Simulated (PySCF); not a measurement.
## C₆ coefficients of unlike pairs at PBE0

Calculated with PySCF 2.14 from the dipole response of each species, C₆(A,B) = (3/π) ∫ α_A(iu) α_B(iu) du, in atomic units, from isotropic polarisabilities. For ions this is the dispersion term alone; charge-induced terms of lower order in 1/R come first.

| species | configuration | basis | relativity | α (bohr³) | C₆ (like pair) |
| --- | --- | --- | --- | --- | --- |
| F⁺ | [He] 2s2 2p4 (3P) | dyall-acv3z (15s9p4d2f) | spin-free X2C | 1.803 | 3.357 |
| P³⁺ | [Ne] 3s2 (1S) | aug-cc-pV(Q+d)Z (7s6p5d3f2g) | none | 6.827 | 17.36 |
| Sb⁺ | [Kr] 4d10 5s2 5p2 (3P) | def2-QZVPPD with the def2 core potential (28 electrons) (8s6p5d4f1g) | core potential | 25.17 | 208.1 |
| Au³⁺ | [Xe] 4f14 5d8 (3F) | x2c-TZVPPall with one added diffuse shell each of s, p, d, f type (12s8p8d4f1g) | spin-free X2C | 5.960 | 34.28 |

Question: Estimate C₆ for Au³⁺ with P³⁺.

Answer: The integral gives 21.88. The combination rule 2 C_A C_B / (C_A α_B/α_A + C_B α_A/α_B) gives 21.87 and the geometric mean 24.39.

No spin-orbit coupling is included.

The other pairs:

```csv
pair,C₆
"Sb⁺, F⁺",23.47
"Au³⁺, Sb⁺",75.74
"P³⁺, F⁺",6.781
"Sb⁺, P³⁺",59.99
"Au³⁺, F⁺",10.72
```
